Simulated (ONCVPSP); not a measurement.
## Which change was made? (Pb, ONCV)

ONCVPSP 4.0.1 input, shortened (lines: element, Z, core and valence counts, functional; n l f; lmax; l rc ep ncon nbas qcut; lloc lpopt rc5 dvloc0; l nproj debl; icmod fcfact rcfact), PBE, scalar-relativistic:

```
  Pb 82.00   10    5        4      upf
    1    0    2.00
    2    0    2.00
    2    1    6.00
    3    0    2.00
    3    1    6.00
    3    2   10.00
    4    0    2.00
    4    1    6.00
    4    2   10.00
    4    3   14.00
    5    0    2.00
    5    1    6.00
    5    2   10.00
    6    0    2.00
    6    1    2.00
    2
    0    1.60    0.00    4    7    7.60
    1    1.40    0.00    4    7   12.50
    2    1.95    0.00    4    8    7.70
    4    5    0.95    6.00
    0    2    0.50
    1    2    2.80
    2    2    2.70
    0    0.00    0.00
```

Cutoffs, loose and tight: the cutoffs (Ha) at which the residual kinetic energy of the hardest occupied pseudo-wave falls to 1 and 0.1 mHa per electron. They do not see the model core or the augmentation charge, which bear on the density cutoff. Test errors are all-electron minus pseudo excitation energies from the reference, over the configurations 5s2 5p6 5d10 6s2 6p1; 5s2 5p6 5d10 6s2 6p0; 5s2 5p6 5d10 6s1 6p0; 5s1 5p6 5d10 6s2 6p2; variants that change the core or the reference have their own tests.

The base gives: outcome: generated; cutoff, loose: 49 Ha; cutoff, tight: 58 Ha; bound ghosts: d; GHOST(+) flags above zero: s; largest test error (meV): -767.

Question: After one change the result is: outcome: generated; cutoff, loose: 49 Ha; cutoff, tight: 58 Ha; bound ghosts: d; GHOST(+) flags above zero: s; largest test error (meV): -596. Which change was it?
A. s: rc 1.1
B. s: rc 1.48
C. s: rc 1.24

Answer: B. The others give: s: rc 1.1 → outcome: generated; cutoff, loose: 90 Ha; cutoff, tight: 109 Ha; bound ghosts: d; GHOST(+) flags above zero: s; largest test error (meV): -252 | s: rc 1.24 → outcome: generated; cutoff, loose: 49 Ha; cutoff, tight: 81 Ha; bound ghosts: d; GHOST(+) flags above zero: s; largest test error (meV): -340.
